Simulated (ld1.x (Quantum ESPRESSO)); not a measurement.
**u(r) = r·R(r): atom against pseudo-atom (aluminium)**

Columns: radius, all-electron u(r) and pseudo u(r) of the 3p shell (level -3.02 eV) of aluminium in the configuration [Ne] 3s1.5 3p1.5; Wu–Cohen, non-relativistic, ultrasoft scheme, ld1.x (Quantum ESPRESSO) 7.5.

```tsv
r (bohr)	all-electron	pseudo
0.120	0.0964	-0.0044
0.240	0.1932	-0.0174
0.360	0.2213	-0.0383
0.480	0.1952	-0.0664
0.600	0.1370	-0.1003
0.720	0.0631	-0.1388
0.840	-0.0161	-0.1803
0.960	-0.0946	-0.2234
1.080	-0.1687	-0.2668
1.200	-0.2367	-0.3093
1.320	-0.2979	-0.3499
1.440	-0.3522	-0.3878
1.560	-0.3998	-0.4227
1.680	-0.4407	-0.4541
1.800	-0.4751	-0.4820
1.920	-0.5033	-0.5061
2.040	-0.5257	-0.5265
2.160	-0.5429	-0.5429
2.280	-0.5552	-0.5552
2.400	-0.5633	-0.5633
2.520	-0.5676	-0.5676
2.640	-0.5685	-0.5685
2.760	-0.5664	-0.5664
2.880	-0.5617	-0.5617
3.000	-0.5549	-0.5549
3.120	-0.5461	-0.5461
```

(1) How many radial nodes do the two functions have?

(2) At about which radius was the pseudo-wave matched?

(3) Is the pseudo-wave norm-conserving?

Answers

(1) The all-electron 3p function has n − l − 1 = 1; the pseudo-wave has 0, since the states of the same l below it are removed with the core.

(2) 2.25 bohr, where the columns begin to agree (steps of 0.12 bohr).

(3) No, it belongs to an ultrasoft set: the norm inside the radius is not constrained, and the difference is carried by the augmentation charge.
